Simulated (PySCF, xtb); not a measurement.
1,3-oxasiletane-2,4-dione (C2H2O3Si), SMILES [SiH2]1C(=O)OC1=O.

GFN2-xTB (xtb 6.7.1) at its own geometry gives an orbital gap of 3.29 eV and a dipole moment of 4.75 D.

The structure is a stationary point at TPSSh-D3(BJ)/def2-SVP.

Question: What does M06-2X/def2-TZVP run with PySCF give? (An estimate is asked for; the answer gives what the named calculation found.)

Answer: gap 8.57 eV (levels -9.47 and -0.90 eV), dipole 4.25 D.
